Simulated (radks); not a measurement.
Results of a calculation; reference values are marked as such.
Q: The gallium ion Ga3+, configuration [Ar] 3d10 (the NIST ground configuration). Code: a radial shooting solver on a logarithmic mesh with Libxc functionals. Model: scalar-relativistic Kohn-Sham, PBE, spin-polarised, spherical densities, finite nucleus; Fermi nuclear charge, rms radius 3.9973 fm. Some entries of the table are withheld. Estimate them.

| orbital | occ. | eigenvalue (hartree) | <1/r> (bohr^-1) |
|---|---|---|---|
| 1s | 2 | (1) | 31.30 |
| 2s | 2 | -47.61759 | (2) |
| 2p | 6 | (3) | 6.715 |
| 3s | 2 | (4) | 2.183 |
| 3p | 6 | -4.86902 | (5) |
| 3d | 10 | (6) | 1.671 |

A: 
(1) 1s eigenvalue (hartree): -377.1946
(2) 2s <1/r> (bohr^-1): 6.846
(3) 2p eigenvalue (hartree): -41.61227
(4) 3s eigenvalue (hartree): -6.67968
(5) 3p <1/r> (bohr^-1): 2.030
(6) 3d eigenvalue (hartree): -1.92878
